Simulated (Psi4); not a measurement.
C$_{6}$H$_{10}$AuO$_{2}$, charge +1, singlet, at a GFN2-xTB geometry (such geometries of metal compounds can be far from the true shape) (the multiplicity is a formal guess) (core potentials on Au); PBE/def2-SV(P) in Psi4.

Here is a job for Psi4.
```
memory 2 GB

molecule mol {
1 1
Au    0.547326    0.673343    0.277635
C     1.471141    2.154827   -0.727011
H     2.086131    2.664739    0.010156
H     0.744500    2.837096   -1.150078
H     2.088575    1.756731   -1.522011
C    -1.435940   -1.271180   -2.851215
C    -1.000500   -1.015378   -1.428788
C    -1.432512   -1.831634   -0.424869
C    -1.105049   -1.713262    0.955630
C    -1.695772   -2.725632    1.876364
O    -0.363241   -0.824069    1.430519
O    -0.224982    0.020371   -1.392286
H    -2.521703   -1.229091   -2.908939
H    -1.007930   -0.522488   -3.512112
H    -1.100148   -2.259901   -3.157692
H    -2.084489   -2.648138   -0.691159
H    -1.374748   -2.536349    2.897049
H    -2.782730   -2.687735    1.820723
H    -1.388669   -3.725839    1.574386
}

set {
  basis def2-sv(p)
  reference rks
  level_shift 1.0
}

energy('pbe')
print_variables()
```

Output, abridged:

```
   => Loading Basis Set <=

    Name: DEF2-SV(P)
    Role: ORBITAL
    Keyword: BASIS

    !!!  WARNING: ECP capability is in beta. Please check occupations closely.  !!!

         ---------------------------------------------------------
                                   SCF
               by Justin Turney, Rob Parrish, Andy Simmonett
                          and Daniel G. A. Smith
                              RKS Reference
         ---------------------------------------------------------

  ==> Geometry <==

    Molecular point group: c1
    Full point group: C1

    Geometry (in Angstrom), charge = 1, multiplicity = 1:

       Center              X                  Y                   Z               Mass
    ------------   -----------------  -----------------  -----------------  -----------------
         AU           0.455329473226     0.562334307003     0.221673240426   196.966568790000
         C            1.379144473226     2.043818307003    -0.782972759574    12.000000000000
         H            1.994134473226     2.553730307003    -0.045805759574     1.007825032230
         H            0.652503473226     2.726087307003    -1.206039759574     1.007825032230
         H            1.996578473226     1.645722307003    -1.577972759574     1.007825032230
         C           -1.527936526774    -1.382188692997    -2.907176759574    12.000000000000
         C           -1.092496526774    -1.126386692997    -1.484749759574    12.000000000000
         C           -1.524508526774    -1.942642692997    -0.480830759574    12.000000000000
         C           -1.197045526774    -1.824270692997     0.899668240426    12.000000000000
         C           -1.787768526774    -2.836640692997     1.820402240426    12.000000000000
         O           -0.455237526774    -0.935077692997     1.374557240426    15.994914619570
         O           -0.316978526774    -0.090637692997    -1.448247759574    15.994914619570
         H           -2.613699526774    -1.340099692997    -2.964900759574     1.007825032230
         H           -1.099926526774    -0.633496692997    -3.568073759574     1.007825032230
         H           -1.192144526774    -2.370909692997    -3.213653759574     1.007825032230
         H           -2.176485526774    -2.759146692997    -0.747120759574     1.007825032230
         H           -1.466744526774    -2.647357692997     2.841087240426     1.007825032230
         H           -2.874726526774    -2.798743692997     1.764761240426     1.007825032230
         H           -1.480665526774    -3.836847692997     1.518424240426     1.007825032230

  Running in c1 symmetry.

  Rotational constants: A =      0.05239  B =      0.02665  C =      0.01784 [cm^-1]
  Rotational constants: A =   1570.54175  B =    799.00055  C =    534.85641 [MHz]
  Nuclear repulsion =  571.852416629214190

  Charge       = 1
  Multiplicity = 1
  Electrons    = 80
  Nalpha       = 40
  Nbeta        = 40

  ==> Algorithm <==

  SCF Algorithm Type is DF.
  DIIS enabled.
  MOM disabled.
  Fractional occupation disabled.
  Guess Type is SAD.
  Energy threshold   = 1.00e-06
  Density threshold  = 1.00e-06
  Integral threshold = 1.00e-12

  ==> Primary Basis <==

  Basis Set: DEF2-SV(P)
    Blend: DEF2-SV(P)
    Number of shells: 79
    Number of basis functions: 157
    Number of Cartesian functions: 167
    Spherical Harmonics?: true
    Max angular momentum: 2

  Core potential: DEF2-SV(P)
    Number of shells: 4
    Number of ECP primitives: 14
    Number of ECP core electrons: 60
    Max angular momentum: 3

  ==> DFT Potential <==

   => LibXC <=

    Version 7.1.2
    S. Lehtola, C. Steigemann, M. J. T. Oliveira, and M. A. L. Marques,  SoftwareX 7, 1–5 (2018) (10.1016/j.softx.2017.11.002)

   => Composite Functional: PBE <=

    PBE GGA Exchange-Correlation Functional

    J.P. Perdew et. al., Phys. Rev. Lett., 77(18), 3865-3868, 1996

    Deriv               =              1
    GGA                 =           TRUE
    Meta                =          FALSE

    Exchange Hybrid     =          FALSE
    MP2 Hybrid          =          FALSE

   => Exchange Functionals <=

    1.0000     XC_GGA_X_PBE

   => Correlation Functionals <=

    1.0000     XC_GGA_C_PBE

   => LibXC Density Thresholds  <==

    XC_GGA_C_PBE:  1.00E-12
    XC_GGA_X_PBE:  1.00E-15

   => Molecular Quadrature <=

    Radial Scheme          =       TREUTLER
    Pruning Scheme         =           NONE
    Nuclear Scheme         =       TREUTLER

    Blocking Scheme        =         OCTREE
    BS radius alpha        =              1
    Pruning alpha          =              1
    Radial Points          =             75
    Spherical Points       =            302
    Total Points           =         403210
    Total Blocks           =           2984
    Max Points             =            256
    Max Functions          =            151
    Weights Tolerance      =       1.00E-15

   => Loading Basis Set <=

    Name: (DEF2-SV(P) AUX)
    Role: JKFIT
    Keyword: DF_BASIS_SCF

  ==> Integral Setup <==

  SCF_SUBTYPE=INCORE selected. In-core MEM_DF algorithm will be used.
  Using in-core AOs.

  ==> MemDFJK: Density-Fitted J/K Matrices <==

    J tasked:                   Yes
    K tasked:                    No
    wK tasked:                   No
    Algorithm:                 Core
    Schwarz Cutoff:           1E-12
    Mask sparsity (%):       5.7528
    Fitting Condition:        1E-10

   => Auxiliary Basis Set <=

  Basis Set: (DEF2-SV(P) AUX)
    Blend: DEF2-UNIVERSAL-JKFIT
    Number of shells: 311
    Number of basis functions: 1031
    Number of Cartesian functions: 1285
    Spherical Harmonics?: true
    Max angular momentum: 6

  Minimum eigenvalue in the overlap matrix is 1.2167413094E-03.
  Reciprocal condition number of the overlap matrix is 2.0110755429E-04.
    Using symmetric orthogonalization.

  ==> Pre-Iterations <==

  SCF Guess: Superposition of Atomic Densities via on-the-fly atomic UHF (no occupation information).

   -------------------------
    Irrep   Nso     Nmo
   -------------------------
     A        157     157
   -------------------------
    Total     157     157
   -------------------------

  ==> Iterations <==

                           Total Energy        Delta E     RMS |[F,P]|

   @DF-RKS iter SAD:  -519.26455001521140   -5.19265e+02   0.00000e+00
   @DF-RKS iter   1:  -518.26077848888747    1.00377e+00   1.08576e-02 DIIS/ADIIS/SHIFT
   @DF-RKS iter   2:  -519.65861769440653   -1.39784e+00   3.44333e-03 DIIS/ADIIS
   @DF-RKS iter   3:  -518.95629714137999    7.02321e-01   6.04824e-03 DIIS/ADIIS
   @DF-RKS iter   4:  -519.74084114219670   -7.84544e-01   1.89706e-03 DIIS/ADIIS
   @DF-RKS iter   5:  -519.76832832669936   -2.74872e-02   1.35861e-03 DIIS/ADIIS
   @DF-RKS iter   6:  -519.77586586288578   -7.53754e-03   1.03987e-03 DIIS/ADIIS
   @DF-RKS iter   7:  -519.79068389831627   -1.48180e-02   4.16518e-04 DIIS/ADIIS
   @DF-RKS iter   8:  -519.79224483302619   -1.56093e-03   2.20649e-04 DIIS/ADIIS
   @DF-RKS iter   9:  -519.79288217836142   -6.37345e-04   7.08220e-05 DIIS
   @DF-RKS iter  10:  -519.79294147549376   -5.92971e-05   1.57983e-05 DIIS
   @DF-RKS iter  11:  -519.79294533587120   -3.86038e-06   5.68527e-06 DIIS
   @DF-RKS iter  12:  -519.79294568336252   -3.47491e-07   1.63093e-06 DIIS
   @DF-RKS iter  13:  -519.79294572284084   -3.94783e-08   6.19600e-07 DIIS
  Energy and wave function converged.

  ==> Post-Iterations <==

   Electrons on quadrature grid:
      Ntotal   =   80.0000240844 ; deviation = 2.408e-05

    Orbital Energies [Eh]
    ---------------------

    Doubly Occupied:

[...]
      40A     -0.392393

    Virtual:

[...]
    Final Occupation by Irrep:
              A
    DOCC [    40 ]
    NA   [    40 ]
    NB   [    40 ]

  @DF-RKS Final Energy:  -519.79294572284084

   => Energetics <=

    Nuclear Repulsion Energy =            571.8524166292141899
    One-Electron Energy =               -1881.2256274277242483
    Two-Electron Energy =                 855.0761783316862648
    DFT Exchange-Correlation Energy =     -65.4959132560169053
    Empirical Dispersion Energy =           0.0000000000000000
    VV10 Nonlocal Energy =                  0.0000000000000000
    Total Energy =                       -519.7929457228408410

Computation Completed

Properties will be evaluated at   0.000000,   0.000000,   0.000000 [a0]

Properties computed using the SCF density matrix

 Multipole Moments:

 ------------------------------------------------------------------------------------
     Multipole            Electronic (a.u.)      Nuclear  (a.u.)        Total (a.u.)
 ------------------------------------------------------------------------------------

 L = 1.  Multiply by 2.5417464519 to convert [e a0] to [Debye]
 Dipole X            :         75.1624266          -76.1395443           -0.9771176
 Dipole Y            :         92.1835980          -93.3379200           -1.1543220
 Dipole Z            :         39.3509565          -40.0451571           -0.6942005
 Magnitude           :                                                    1.6640711

 ------------------------------------------------------------------------------------

  Variable Map:
  ----------------------------------------------------------------------------
[...]
  Array Variable Map:
  ----------------------------------------------------------------------------
[...]
[...]
```
